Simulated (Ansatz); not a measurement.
Calculated with Ansatz (gas phase, PBE0-D4/def2-TZVP geometries, no zero-point term in ΔE). CCSD(T)/CBS is the MP2 limit (def2-TZVPP, def2-QZVPP) plus CCSD(T) − MP2 in def2-TZVPP, frozen cores. This one scheme is used for every species. Functionals use def2-TZVPP. One conformer a species, not always the lowest.

Consider the redistribution: `B[SiH2]O` + `[AlH2][S][SiH3]` → `B[SiH](O)[SiH3]` + `[AlH2][SH]`.

```
        level  ΔE (eV)
         PBE0     0.49
HF/def2-TZVPP     0.72
```

Q: What does CCSD(T)/CBS give? (Best estimate.)

A: Ansatz gave: +0.60 eV. The listed levels differ from it by -0.11, 0.12 eV.

Largest T1 diagnostic among the species: 0.014.

At CCSD(T), def2-SVP lies −0.07 eV from the extrapolated value and def2-TZVPP −0.03 eV. In def2-TZVPP, CCSD(T) changes the Hartree–Fock value by −0.15 eV (the triples alone add −0.01 eV) and MP2 by −0.04 eV. From r2SCAN to r2SCAN0 (25 % exact exchange), in def2-TZVPP and without D4, ΔE moves by +0.05 eV.
